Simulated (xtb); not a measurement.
xtb input (GFN2-xTB):

```bash
xtb mol.xyz --gfn 2 --sp --chrg 1 --uhf 0
```
mol.xyz:
```
3

Ge    -0.38631198     0.31693789    -0.30276315
O     -1.59573108    -0.84364772    -0.35082464
Cl     1.47810778    -0.19957827     0.73500107
```

Output:

```
           -------------------------------------------------
          |                Calculation Setup                |
           -------------------------------------------------

           -------------------------------------------------
          |                 G F N 2 - x T B                 |
           -------------------------------------------------

        Reference                      10.1021/acs.jctc.8b01176
      * Hamiltonian:
        H0-scaling (s, p, d)           1.850000    2.230000    2.230000
        zeta-weighting                 0.500000
      * Dispersion:
        s8                             2.700000
        a1                             0.520000
        a2                             5.000000
        s9                             5.000000
      * Repulsion:
        kExp                           1.500000    1.000000
        rExp                           1.000000
      * Coulomb:
        alpha                          2.000000
        third order                    shell-resolved
        anisotropic                    true
        a3                             3.000000
        a5                             4.000000
        cn-shift                       1.200000
        cn-exp                         4.000000
        max-rad                        5.000000

          ...................................................
          :                      SETUP                      :
          :.................................................:
          :  # basis functions                  24          :
          :  # atomic orbitals                  22          :
          :  # shells                            8          :
          :  # electrons                        16          :
          :  max. iterations                   250          :
          :  Hamiltonian                  GFN2-xTB          :
          :  restarted?                      false          :
          :  GBSA solvation                  false          :
          :  PC potential                    false          :
          :  electronic temp.          300.0000000     K    :
          :  accuracy                    1.0000000          :
          :  -> integral cutoff          0.2500000E+02      :
          :  -> integral neglect         0.1000000E-07      :
          :  -> SCF convergence          0.1000000E-05 Eh   :
          :  -> wf. convergence          0.1000000E-03 e    :
          :  Broyden damping             0.4000000          :
          :  net charge                          1          :
          :  unpaired electrons                  0          :
          ...................................................

 iter      E             dE          RMSdq      gap      omega  full diag
   1     -4.6471156 -0.464712E+01  0.461E+01    0.97       0.0  T
   2     -6.5975932 -0.195048E+01  0.339E+01    6.69       1.0  T
   3     -9.6699071 -0.307231E+01  0.168E+01    0.68       1.0  T
   4     -9.7881020 -0.118195E+00  0.148E+01    0.91       1.0  T
   5     -9.8062237 -0.181218E-01  0.147E+01    0.85       1.0  T
   6     -9.8753929 -0.691692E-01  0.105E+01    1.47       1.0  T
   7     -9.9534310 -0.780380E-01  0.882E+00    0.67       1.0  T
   8     -9.9233186  0.301124E-01  0.989E+00    0.60       1.0  T
   9     -9.9290543 -0.573566E-02  0.968E+00    0.61       1.0  T
  10    -10.0384362 -0.109382E+00  0.330E+00    1.08       1.0  T
  11    -10.0386216 -0.185330E-03  0.199E+00    1.13       1.0  T
  12    -10.0350449  0.357671E-02  0.188E+00    1.16       1.0  T
  13    -10.0382785 -0.323364E-02  0.158E+00    1.14       1.0  T
  14    -10.0380215  0.256989E-03  0.137E+00    1.15       1.0  T
  15    -10.0390024 -0.980890E-03  0.705E-01    1.12       1.0  T
  16    -10.0387519  0.250533E-03  0.413E-01    1.14       1.0  T
  17    -10.0390017 -0.249883E-03  0.110E-01    1.13       1.0  T
  18    -10.0389994  0.238835E-05  0.679E-02    1.12       1.0  T
  19    -10.0390094 -0.100108E-04  0.202E-02    1.13       2.9  T
  20    -10.0390092  0.125914E-06  0.298E-02    1.13       1.9  T
  21    -10.0390095 -0.285471E-06  0.125E-02    1.13       4.6  T
  22    -10.0390095 -0.920337E-08  0.941E-03    1.13       6.1  T
  23    -10.0390096 -0.414189E-07  0.913E-04    1.13      63.2  T
  24    -10.0390096 -0.100815E-09  0.888E-04    1.13      65.1  T

   *** convergence criteria satisfied after 24 iterations ***

         #    Occupation            Energy/Eh            Energy/eV
      -------------------------------------------------------------
         1        2.0000           -1.3108711             -35.6706
         2        2.0000           -1.0008525             -27.2346
         3        2.0000           -0.8921296             -24.2761
         4        2.0000           -0.7736336             -21.0516
         5        2.0000           -0.7619196             -20.7329
         6        2.0000           -0.7582783             -20.6338
         7        2.0000           -0.7433064             -20.2264
         8        2.0000           -0.7331931             -19.9512 (HOMO)
         9                         -0.6917822             -18.8244 (LUMO)
        10                         -0.5332987             -14.5118
        11                         -0.4443240             -12.0907
        12                         -0.3711130             -10.0985
        13                         -0.3159591              -8.5977
       ...                                ...                  ...
        22                          0.4439235              12.0798
      -------------------------------------------------------------
                  HL-Gap            0.0414109 Eh            1.1268 eV
             Fermi-level           -0.7124877 Eh          -19.3878 eV

 SCC (total)                   0 d,  0 h,  0 min,  0.008 sec
 SCC setup                      ...        0 min,  0.000 sec (  2.503%)
 Dispersion                     ...        0 min,  0.000 sec (  0.463%)
 classical contributions        ...        0 min,  0.000 sec (  0.350%)
 integral evaluation            ...        0 min,  0.001 sec ( 11.846%)
 iterations                     ...        0 min,  0.005 sec ( 67.808%)
 molecular gradient             ...        0 min,  0.001 sec ( 15.055%)
 printout                       ...        0 min,  0.000 sec (  1.683%)

         :::::::::::::::::::::::::::::::::::::::::::::::::::::
         ::                     SUMMARY                     ::
         :::::::::::::::::::::::::::::::::::::::::::::::::::::
         :: total energy             -10.029659679009 Eh    ::
         :: gradient norm              0.089773454804 Eh/a0 ::
         :: HOMO-LUMO gap              1.126847893505 eV    ::
         ::.................................................::
         :: SCC energy               -10.039009578121 Eh    ::
         :: -> isotropic ES            0.106084016583 Eh    ::
         :: -> anisotropic ES         -0.004112684010 Eh    ::
         :: -> anisotropic XC         -0.003049114914 Eh    ::
         :: -> dispersion             -0.001461877774 Eh    ::
         :: repulsion energy           0.009349899112 Eh    ::
         :: add. restraining           0.000000000000 Eh    ::
         :: total charge               1.000000000000 e     ::
         :::::::::::::::::::::::::::::::::::::::::::::::::::::

           -------------------------------------------------
          |                Property Printout                |
           -------------------------------------------------

    * Orbital Energies and Occupations

         #    Occupation            Energy/Eh            Energy/eV
      -------------------------------------------------------------
         1        2.0000           -1.3108711             -35.6706
         2        2.0000           -1.0008525             -27.2346
Note: The following floating-point exceptions are signalling: IEEE_UNDERFLOW_FLAG IEEE_DENORMAL
normal termination of xtb
         3        2.0000           -0.8921296             -24.2761
         4        2.0000           -0.7736336             -21.0516
         5        2.0000           -0.7619196             -20.7329
         6        2.0000           -0.7582783             -20.6338
         7        2.0000           -0.7433064             -20.2264
         8        2.0000           -0.7331931             -19.9512 (HOMO)
         9                         -0.6917822             -18.8244 (LUMO)
        10                         -0.5332987             -14.5118
        11                         -0.4443240             -12.0907
        12                         -0.3711130             -10.0985
        13                         -0.3159591              -8.5977
        14                         -0.2889813              -7.8636
        15                         -0.2732104              -7.4344
        16                         -0.2713601              -7.3841
        17                         -0.2660110              -7.2385
        18                         -0.2616528              -7.1199
        19                         -0.2339949              -6.3673
       ...                                ...                  ...
        22                          0.4439235              12.0798
      -------------------------------------------------------------
                  HL-Gap            0.0414109 Eh            1.1268 eV
             Fermi-level           -0.7124877 Eh          -19.3878 eV

     #   Z          covCN         q      C6AA      α(0)
     1  32 Ge       1.594     0.593   241.764    32.554
     2   8 O        0.783    -0.036    15.616     5.297
     3  17 Cl       0.810     0.442    86.821    14.254

 Mol. C6AA /au·bohr⁶  :        807.512493
 Mol. C8AA /au·bohr⁸  :      50406.015164
 Mol. α(0) /au        :         52.104739

Wiberg/Mayer (AO) data.
largest (>0.10) Wiberg bond orders for each atom

 ---------------------------------------------------------------------------
     #   Z sym  total        # sym  WBO       # sym  WBO       # sym  WBO
 ---------------------------------------------------------------------------
     1  32 Ge   3.206 --     2 O    1.914     3 Cl   1.292
     2   8 O    2.377 --     1 Ge   1.914     3 Cl   0.463
     3  17 Cl   1.755 --     1 Ge   1.292     2 O    0.463
 ---------------------------------------------------------------------------

Topologies differ in total number of bonds
Writing topology from bond orders to xtbtopo.mol

molecular dipole:
                 x           y           z       tot (Debye)
 q only:        0.910       0.245       0.299
   full:        1.288       1.110       0.104       4.331
molecular quadrupole (traceless):
                xx          xy          yy          xz          yz          zz
 q only:        2.836      -1.344      -2.053       2.840      -0.709      -0.783
  q+dip:        2.512      -3.655      -1.576       4.378      -2.605      -0.936
   full:       -0.377      -5.388      -0.613       2.655      -2.659       0.990

           -------------------------------------------------
          | TOTAL ENERGY              -10.029659679009 Eh   |
          | GRADIENT NORM               0.089773454804 Eh/α |
          | HOMO-LUMO GAP               1.126847893505 eV   |
           -------------------------------------------------

------------------------------------------------------------------------
------------------------------------------------------------------------
 total:
 SCF:
```

This state (charge 1, singlet) is run at the relaxed geometry of the species with charge 0 and multiplicity 2.
